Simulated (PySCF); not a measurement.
# How the method changes the shape and vibrations of B3H3N cation

Calculated results; nothing here was measured. The program is PySCF 2.14.0, an open-source quantum chemistry code, run on an isolated molecule that a program drew, which may never have been made. The molecule is B3H3N cation (charge +1, singlet), drawn as the SMILES string `[BH+]N=BB`.

The geometry was optimised and harmonic frequencies were computed with HF and MP2, all in the cc-pVDZ basis, for the commonest isotopes, with a restricted reference for singlets and an unrestricted one otherwise, and a frozen core in MP2. Each result is a local minimum of its method.

Geometry at the HF minimum:
```xyz
7
B3H3N cation, angstrom
B     0.3835   -2.9080    2.8464
N     0.2284   -1.8043    2.2146
B     0.0723   -0.6876    1.5778
B    -0.1358    0.7953    0.7322
H     0.5245   -3.9146    3.4222
H    -1.0989    0.9170    0.0478
H     0.6919    1.6363    0.8675
```

Lengths of the bonds as drawn, in Å (atoms numbered as above):
| bond | HF | MP2 |
|---|---|---|
| B1-N2 | 1.281 | 1.301 |
| N2-B3 | 1.295 | 1.313 |
| B3-B4 | 1.720 | 1.716 |
| B1-H5 | 1.168 | 1.178 |
| B4-H6 | 1.188 | 1.196 |
| B4-H7 | 1.188 | 1.196 |

Rotational constants, in GHz:
| constant | HF | MP2 |
|---|---|---|
| A | 228.1 | 225.1 |
| B | 3.625 | 3.567 |
| C | 3.569 | 3.511 |

Harmonic frequencies in cm^-1, each column in rising order, so a row needn't be the same motion in every method:
```
rank,HF,MP2
1,117,109
2,125,117
3,321,295
4,354,324
5,642,631
6,818,763
7,831,765
8,832,777
9,985,948
10,1242,?
11,1433,1356
12,2060,1988
13,2758,2694
14,2878,2818
15,3020,2930
```

**Estimate the missing MP2 frequency from the HF column.**

A single factor s that minimises the squared misfit of MP2 against s times HF over the other rows is sum(HF x MP2) / sum(HF^2) = 0.9689, with an rms misfit of 22 cm^-1. For rank 10 it gives 0.9689 x 1242 = 1203 cm^-1. The calculation gives 1179 cm^-1, 24 cm^-1 below the estimate. The drawn bonds are on average 0.8 % longer in MP2 than in HF.
